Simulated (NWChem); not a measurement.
Molecule: CH6OTi; SMILES C[O][TiH3]

```xyz
9

Ti     0.0001     0.0001    -0.9841
O      0.0002     0.0004     0.7327
C      0.0000     0.0000     2.1229
H      0.9949    -0.2829     2.5024
H     -0.2527     1.0029     2.5025
H     -0.7424    -0.7203     2.5020
H     -1.5575     0.4641    -1.4785
H      0.3768    -1.5810    -1.4782
H      1.1808     1.1167    -1.4789
```
Atoms are numbered in this order, from 1.

The geometry was optimised at PBE0/def2-SVP.

Question: List the 6 lowest vertical singlet excitations from PBE/6-31G* (spherical d), TDA (NWChem).

Answer: 
```json
[
 {"state": "S1", "energy (eV)": "3.56", "oscillator strength": "0.000", "leading excitation (squared amplitude)": "HOMO−1 → LUMO (0.50)"},
 {"state": "S2", "energy (eV)": "3.67", "oscillator strength": "0.001", "leading excitation (squared amplitude)": "HOMO → LUMO (0.33)"},
 {"state": "S3", "energy (eV)": "3.67", "oscillator strength": "0.001", "leading excitation (squared amplitude)": "HOMO → LUMO+1 (0.33)"},
 {"state": "S4", "energy (eV)": "3.99", "oscillator strength": "0.001", "leading excitation (squared amplitude)": "HOMO−1 → LUMO+1 (0.45)"},
 {"state": "S5", "energy (eV)": "4.31", "oscillator strength": "0.000", "leading excitation (squared amplitude)": "HOMO → LUMO+2 (0.65)"},
 {"state": "S6", "energy (eV)": "4.31", "oscillator strength": "0.000", "leading excitation (squared amplitude)": "HOMO−1 → LUMO+2 (0.66)"}
]
```
